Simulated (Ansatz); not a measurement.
Cost and result for the atomization energy of `C[CH2][Cd][F]` (9 atoms, 8 bonds).

```tsv
atom	x (Å)	y (Å)	z (Å)
C1	-0.019	-0.978	-0.687
C2	0.639	0.176	0.057
Cd3	-0.689	1.433	1.082
F4	-1.921	2.606	2.037
H5	-0.571	-1.640	-0.016
H6	-0.721	-0.630	-1.448
H7	0.732	-1.590	-1.197
H8	1.351	-0.192	0.800
H9	1.201	0.815	-0.628
```

Charge 0, multiplicity 1. Correlated methods include outer-core shells of Cd, which these sets cover unevenly. Cd takes the def2 core potential. The geometry is a stationary point of PBE0-D4/def2-TZVP. It is one conformer, not always the lowest. Program: Ansatz. All runs use 4 threads of an AMD EPYC 9R45 on a shared host. Times are those of one run each, without the atoms' runs, and a repeat can differ threefold. Electronic energies, without spin–orbit coupling; frozen cores. CCSD(T)/CBS adds CCSD(T) − MP2 in def2-TZVPP to the MP2 limit, and its time is that of the two runs behind it. T1 = 0.014. With those shells the extrapolation isn't a true limit.

CCSD(T)/CBS is a level of theory with its own doubt, some kJ/mol a heavy atom from the limit and from the frozen cores, so smaller differences don't rank the functionals.

```
                             level  functions  wall time  atomization (kcal/mol)  difference from CCSD(T)/CBS  per bond
            LDA (SPW92)/def2-TZVPP        219      0.6 s                   826.7                        104.1      13.0
              revPBE-D4/def2-TZVPP        219      0.8 s                   718.1                         -4.5      -0.6
                PBE0-D4/def2-TZVPP        219      1.1 s                   723.6                          1.0       0.1
               BHLYP-D4/def2-TZVPP        219      1.1 s                   698.8                        -23.8      -3.0
   PBE-D4/def2-TZVPP (with forces)        219      1.1 s                   736.0                         13.4       1.7
r2SCAN-D4/def2-TZVPP (with forces)        219      1.6 s                   726.6                          4.0       0.5
                 B2PLYP/def2-TZVPP        219        2 s                   713.0                         -9.6      -1.2
                ωB97X-V/def2-TZVPP        219      2.8 s                   725.8                          3.2       0.4
                  CCSD(T)/def2-SVP         98      3.6 s                   689.0                        -33.6      -4.2
  ωB97M-V/def2-TZVPP (with forces)        219      3.7 s                   725.0                          2.4       0.3
                    MP2/def2-QZVPP        409      6.5 s                   726.5                          3.9       0.5
                CCSD(T)/def2-TZVPP        219       71 s                   704.2                        -18.4      -2.3
                 CCSD(T)/CBS(def2)          –       78 s                   722.6                          0.0       0.0
```

In def2-TZVPP, CCSD(T) changes the Hartree–Fock value by +173.9 kcal/mol (the triples alone add +9.9 kcal/mol) and MP2 by +184.7 kcal/mol; breaking electron pairs costs correlation energy, which Hartree–Fock lacks. From BLYP to BHLYP (50 % exact exchange), in def2-TZVPP and without D4, the atomization energy moves by −15.4 kcal/mol: exact exchange takes away binding that semilocal exchange gives to molecules. The D4 term adds +5.5 kcal/mol with B3LYP and +2.8 kcal/mol with PBE0; it sums over pairs of atoms, weighted by their polarisabilities, and B3LYP, whose exchange is more repulsive, gets the larger term.

B3LYP here is the variant with VWN-RPA as its local correlation; programs differ in this.
